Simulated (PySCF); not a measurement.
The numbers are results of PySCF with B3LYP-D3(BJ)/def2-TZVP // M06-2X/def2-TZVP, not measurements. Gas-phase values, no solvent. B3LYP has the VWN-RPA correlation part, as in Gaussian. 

Reference species (SMILES): `[BH][SiH3]` (neutral, multiplicity 2).

| Item | Result |
|---|---|
| highest occupied spin orbital | -5.65 eV |
| dipole moment | 0.46 D |

Changed species: `[BH2]` (radical fragment; the reference has radical fragment).

Problem. Predict the effect on the highest occupied spin orbital and dipole moment.

Solution. the highest occupied spin orbital falls by 0.27 eV, to -5.92 eV; the dipole moment stays essentially unchanged.
